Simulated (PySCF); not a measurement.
Al(Cl)2(OH)(OH2), H3AlCl2O2, singlet (CAM-B3LYP/def2-SVP optimised geometry):

```
8

Al    -0.585    -0.286     0.000
Cl     1.519    -0.286     0.000
Cl    -1.519    -1.959     0.913
O     -1.419     1.211     0.000
H     -1.293     1.959     0.587
O     -1.237    -0.576    -1.809
H     -1.770     0.232    -1.940
H     -1.827    -1.345    -1.869
```

Level of theory: CAM-B3LYP/def2-TZVP run with PySCF 2.14.0.

### Question
What are the frontier orbital energies and the dipole moment?

### Answer
HOMO-2 -10.40 eV, HOMO-1 -10.19 eV, HOMO -9.86 eV, LUMO 0.31 eV, LUMO+1 1.49 eV; dipole moment 4.23 D.

On the same geometry PBE/def2-TZVP (PySCF 2.14.0) gives HOMO-2 -7.47 eV, HOMO-1 -7.37 eV, HOMO -6.99 eV, LUMO -1.39 eV, LUMO+1 -0.21 eV; dipole moment 4.15 D.

Meta-Löwdin charges at CAM-B3LYP/def2-TZVP: Al1 0.99, Cl2 -0.36, Cl3 -0.39, O4 -0.82, H5 0.35, O6 -0.56, H7 0.40, H8 0.39.
